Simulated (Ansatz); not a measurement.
`C=C[Si](C)(F)Cl` + `[AlH2][O][SiH2]S` → `C[Si](F)(Cl)[O][AlH2]` + `C=C[SiH2]S`  (redistribution)

Gas-phase electronic energies from Ansatz, PBE0-D4/def2-TZVP geometries. CCSD(T)/CBS is the MP2 limit (def2-TZVPP, def2-QZVPP) plus CCSD(T) − MP2 in def2-TZVPP, frozen cores. Functionals use def2-TZVPP. One conformer a species, not always the lowest.

`C=C[Si](C)(F)Cl`:

Z-matrix (Å, degrees):
```
Si
C 1 1.843
F 1 1.597 2 108.7
C 1 1.846 2 114.6 3 -122.2
Cl 1 2.053 2 108.7 3 114.7
C 2 1.330 1 122.7 3 122.8
H 2 1.089 1 118.7 3 -57.7
H 4 1.093 1 110.8 2 60.1
H 4 1.092 1 111.1 2 -61.0
H 4 1.092 1 109.7 2 179.5
H 6 1.086 2 122.2 1 179.7
H 6 1.086 2 122.0 1 -0.2
```

`[AlH2][O][SiH2]S`:

Cartesian coordinates in Å:
```
Al 1.573 -0.629 1.130
O 0.630 -0.441 -0.261
Si -0.618 0.116 -1.131
S -1.634 1.741 -0.185
H 3.093 -0.994 0.924
H 0.875 -0.467 2.537
H -1.572 -0.994 -1.364
H -0.140 0.691 -2.410
H -2.207 0.976 0.760
```

`C[Si](F)(Cl)[O][AlH2]`:

Z-matrix (Å, degrees):
```
C
Si 1 1.838
H 1 1.092 2 110.4
H 1 1.091 2 110.7 3 120.2
H 1 1.093 2 110.1 3 -119.7
F 2 1.592 1 109.3 3 -178.3
Cl 2 2.052 1 110.3 3 -62.0
O 2 1.603 1 112.8 3 60.6
Al 8 1.696 2 157.7 1 -167.9
H 9 1.577 8 118.8 2 -4.9
H 9 1.577 8 116.1 2 175.3
```

`C=C[SiH2]S`:

```xyz
10

C    -1.602    0.226   -0.679
C    -0.336    0.621   -0.565
Si    0.729    0.109    0.864
S     2.462   -0.972    0.224
H    -2.070   -0.409    0.068
H    -2.227    0.517   -1.518
H     0.089    1.252   -1.344
H    -0.111   -0.698    1.788
H     1.304    1.275    1.581
H     1.763   -1.921   -0.420
```

```tsv
level	ΔE (kJ/mol)
PBE0-D4	-18.1
B2PLYP	-17.6
r2SCAN	-18.3
PBE0	-18.8
```

Problem. What does CCSD(T)/CBS give? (Estimate.)

Solution. The calculation gave: -17.6 kJ/mol. The listed levels differ from it by -0.5, 0.0, -0.7, -1.2 kJ/mol.

Largest T1 diagnostic among the species: 0.012.
